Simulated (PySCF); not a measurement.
Atoms are numbered as in `[CH3:1][C:2]#[C:3][c:4]1[n:5][cH:6][n:7][o:8]1`. Hydrogens are named by the atom that carries them.

PySCF 2.14.0 with density-fitted response routines calculation with coordinates at the GFN2-xTB level and shielding tensors at PBE0/pcSseg-1 (GIAO); in vacuum, single conformer, one averaged value for each set of equivalent atoms, non-relativistic Hamiltonian.

**Question.** List the cross peaks expected in HSQC, COSY and HMBC spectra.

**Answer.** 

HSQC (one-bond C–H):
```tsv
δH	δC
8.49 (H(C6))	163.2 (C6)
2.44 (H(C1))	5.6 (C1)
```

HMBC (two and three bonds, from the bond graph):
```tsv
δH	δC
8.49 (H(C6))	169.0 (C4)
2.44 (H(C1))	108.3 (C2), 73.2 (C3)
```

No COSY cross peaks are expected.

Scale: ¹H and ¹³C against TMS (reference shieldings calculated alike).

Shifts are as computed. Against solution values, carbons near 30 ppm lie about +3 ppm off and those near 130 ppm about +5 ppm. Of 1211 compounds with measured shifts, 218 miss one by over three times the rms of a fit or turn the order of signals round; such compounds aren't used in these exercises.
